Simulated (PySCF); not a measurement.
# Ionisation energy of Dy(2+) by level of theory

Dy(2+) [Xe] 4f10 (high-spin determinant) → Dy(3+) [Xe] 4f9 (high-spin determinant), as a difference of total energies. Computed with PySCF 2.14 in x2c-TZVPPall with one added diffuse shell each of s, p, d, f type (12s8p8d5f2g, 129 functions), with the spin-free X2C one-electron Hamiltonian (Gaussian nucleus). Correlated levels: valence: [Kr] 4d10 frozen; valence and next inner shell: [Ar] 3d10 frozen. The calculations carry no spin-orbit coupling.

```csv
method,ionisation energy (eV)
UHF,18.514
LDA,24.444
PBE,24.164
PBE0,23.057
r2SCAN,23.576
MP2 (valence),22.776
SCS-MP2 (valence),22.454
MP2 (valence and next inner shell),23.189
SCS-MP2 (valence and next inner shell),22.714
```

Problem. How much does correlation contribute at MP2 (valence and next inner shell)?

Solution. 23.189 − (18.514) = 4.675 eV, measured against UHF.

A first-order spin-orbit estimate (lowest level to lowest level, LS coupling) adds 0.083 eV.

Errors of the correlated levels include the incompleteness of this basis and the frozen core.

The determinant of Dy(3+) and of Dy(2+) mixes LS terms, which raises its energy above the lowest term, most at the Hartree-Fock and MP2 levels.

For comparison: 22.89 ± 0.03 eV (semi-empirical (NIST evaluation); NIST Atomic Spectra Database, ionization energies).
